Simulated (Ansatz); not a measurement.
Mulliken charges of BH5InNOS, SMILES `[NH2][In]([OH])[BH]S` from PBE/def2-TZVPP in Ansatz (PBE0-D4/def2-TZVP geometry).

```json
{"atom": "N1", "x (Å)": "0.748", "y (Å)": "1.293", "z (Å)": "1.548", "charge (e)": "-0.483"}
{"atom": "In2", "x (Å)": "0.546", "y (Å)": "0.104", "z (Å)": "-0.063", "charge (e)": "0.585"}
{"atom": "O3", "x (Å)": "1.883", "y (Å)": "0.809", "z (Å)": "-1.370", "charge (e)": "-0.486"}
{"atom": "B4", "x (Å)": "-0.947", "y (Å)": "-1.499", "z (Å)": "-0.489", "charge (e)": "-0.168"}
{"atom": "S5", "x (Å)": "-2.695", "y (Å)": "-1.295", "z (Å)": "-0.525", "charge (e)": "-0.078"}
{"atom": "H6", "x (Å)": "1.595", "y (Å)": "1.838", "z (Å)": "1.617", "charge (e)": "0.160"}
{"atom": "H7", "x (Å)": "0.461", "y (Å)": "0.980", "z (Å)": "2.462", "charge (e)": "0.139"}
{"atom": "H8", "x (Å)": "1.852", "y (Å)": "0.381", "z (Å)": "-2.227", "charge (e)": "0.164"}
{"atom": "H9", "x (Å)": "-0.616", "y (Å)": "-2.621", "z (Å)": "-0.730", "charge (e)": "0.046"}
{"atom": "H10", "x (Å)": "-2.826", "y (Å)": "0.010", "z (Å)": "-0.223", "charge (e)": "0.121"}
```

Problem. By hand: the dipole of these point charges (1 e Å = 4.8032 D).

Solution. Σ q r = (-0.335, -0.231, 0.180) e Å, of length 0.445 e Å = 2.14 D.

Problem. How does the dipole of the full density compare? (An estimate is asked.)

Solution. Computed: (-0.331, -0.257, 0.121) e Å, 2.10 D; the point charges give 1.02 times that, at 8° from its direction.

Point charges leave out the atoms' own dipoles, such as those of lone pairs, and Mulliken's split depends on the basis, so the close match here is no proof of good charges.
